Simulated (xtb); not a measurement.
Al(F)2(GeH3) (AlF2GeH3), SMILES [F][Al]([F])[GeH3]. All values are semi-empirical tight-binding results from xtb (GFN2-xTB unless named), good for trends rather than for accurate numbers. Geometry optimised at GFN2-xTB.

A frequency run showed that this geometry is not a minimum.

For metal compounds this method's bond lengths and energies can be far off.

```
Quantity       Value
-----------  -------
orbital gap  4.64 eV
```
